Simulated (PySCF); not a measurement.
**Question.** Write a Z-matrix for `BN1[SiH2]N[SiH2]1` as optimised with PBE0-D3(BJ)/def2-SVP.

**Answer.** 
Z-matrix in Å and degrees, rows numbered from 1:
```
B 
N   1  1.4020
Si  2  1.7771  1  133.83
N   3  1.7453  2   86.63  1  -179.63
Si  4  1.7454  3   94.46  2    -0.07
H   1  1.2141  2  120.02  3   179.68
H   1  1.2142  2  119.93  3    -0.28
H   3  1.4935  2  114.26  1   -62.61
H   3  1.4934  2  114.33  1    63.04
H   4  1.0096  3  132.78  2  -179.81
H   5  1.4936  2  114.16  1   -63.24
H   5  1.4934  2  114.43  1    62.39
```

Si3 (SiH2 silicon) has angles from 86.6° to 116.2°. B1 (three-coordinate boron) is planar (angles 120.0°, 120.0° and 119.9°, sum 360.0°, 0.00 Å off the plane of its three neighbours). N2 (nitrogen bridging silicon atoms) is planar (angles 133.9°, 133.8° and 92.3°, sum 360.0°, 0.00 Å off the plane of its three neighbours). The 4-membered ring N2–Si3–N4–Si5 has internal angles of 86.6° to 94.5° (sum 360°, against 360° for a flat polygon); it is planar, 0.00 Å rms from its mean plane, widest ring torsion 0°.

Theory: PySCF 2.14.0, PBE0-D3(BJ)/def2-SVP geometry optimisation, gas phase.

Point group: C2v (every atom within 0.08 Å of its image). Whether it is a minimum is left open (no frequencies).

The run took 21 s wall on one thread of an x86-64 server, shared host. That covers the optimisation of the geometry.
